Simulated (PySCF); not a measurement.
Excitations are Tamm–Dancoff values on a coarser integration grid. The basis has no diffuse functions, so Rydberg states are missing or too high.

**H$_{3}$InO$_{3}$, SMILES `[OH][In]([OH])[OH]` (charge 0, multiplicity 1)**

Level of theory: M06-2X/def2-TZVP in PySCF.

```yaml
HOMO: -10.40 eV
dipole_moment: 2.59 D
HOMO–LUMO gap: 9.22 eV
LUMO: -1.18 eV
S1 excitation (TDA): 5.57 eV
S1 oscillator strength: 0.000
brightest of the four lowest singlets (TDA): 6.18 eV
T1 excitation (TDA): 5.10 eV
S1–T1 gap (TDA): 0.48 eV
total_energy: -417.6061 Ha
cost: about 6 core-minutes (a rough figure)
```

```xyz
7

O     -1.1905    -1.3030     0.0174
In     0.2373     0.0779    -0.0103
O     -0.1272     2.0148     0.1356
O      2.0927    -0.5584    -0.1935
H     -2.0934    -0.9909     0.1077
H     -1.0539     2.2516     0.2181
H      2.1638    -1.5147    -0.2557
```
Charge 0, spin multiplicity 1.
